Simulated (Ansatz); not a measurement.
Ideal-gas functions of BrClH2OSn (`[OH][SnH]([Cl])[Br]`) at 400 K and 1 bar, from an Ansatz frequency run at PBE0-D4/def2-TZVP.

Molar mass 252.08 g/mol, point group C1 (symmetry number 1), electronic degeneracy 1, moments of inertia 188.587, 463.354, 584.265 u Å². Harmonic wavenumbers (cm⁻¹, unscaled): 95, 111, 147, 193, 266, 380, 539, 556, 652, 872, 2013, 3882.

Use S(trans) = R[1.5 ln M + 2.5 ln T − 1.1517]; rotational temperatures θ = 24.2544 K / I; S(rot) = R[ln(√π/σ · √(T³/θAθBθC)) + 1.5]; for each mode x = 1.438777 ν̃/T, S = R[x/(eˣ − 1) − ln(1 − e⁻ˣ)] and H = RT x/(eˣ − 1); 1 cm⁻¹ = 0.0119627 kJ/mol; R = 8.31446 J/(mol·K).

**Question.** By hand: the entropy, in J/(mol·K).

**Answer.** Translation 183.9. Rotation: θ = 0.1286, 0.0523, 0.0415 K, giving 126.0. Vibration, mode by mode: 17.28, 16.00, 13.71, 11.51, 8.99, 6.33, 4.00, 3.81, 2.90, 1.55, 0.05, 0.00, in all 86.2. Electronic 0.0. Sum 396.1 J/(mol·K).

**Question.** By hand: H − E and G − E in kJ/mol, counted from the electronic energy.

**Answer.** Zero-point energy ½ × 9706 × 0.0119627 = 58.1; thermal vibration 17.3; translation, rotation and pV give 4 RT = 13.3. H − E = 88.7 kJ/mol, and G − E = 88.7 − 400 × 396.1/1000 = -69.7 kJ/mol.

Vibration gives 22 % of the entropy, 47.0 J/(mol·K) of it from the modes under 150 cm⁻¹: soft modes count most, and the harmonic formula is weakest for them. The sum counts one conformer and one mirror image; others add a mixing term.
